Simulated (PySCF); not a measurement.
1-fluorocyclopenta-1,3-diene (C5H5F), SMILES C1C=CC=C1F. Coordinates come from a PBE-D3(BJ)/def2-SVP optimisation. One conformer was computed; it need not be the lowest.

Level of theory: PBE-D3(BJ)/def2-SVP (PySCF).

Harmonic wavenumbers (cm⁻¹): 255, 370, 395, 488, 605, 657, 780, 832, 865, 893, 920, 942, 984, 1061, 1075, 1171, 1213, 1309, 1324, 1362, 1552, 1645, 2973, 3015, 3143, 3171, 3178. Rotational constants (GHz): 8.207, 3.315, 2.397; symmetry number 1.

**Question.** Work out the zero-point energy and the ideal-gas rigid-rotor harmonic-oscillator thermochemistry at 298.15 K and 1 atm.

**Answer.** ZPE = ½ Σ hcν = ½ × 36176 cm⁻¹ = 51.72 kcal/mol. H − E(el) = 55.46 kcal/mol. Entropy in cal/(mol K): translation 39.20, rotation 26.00, vibration 6.62, total 71.83. G − E(el) = 34.04 kcal/mol. Cp = 21.13 cal/(mol K).
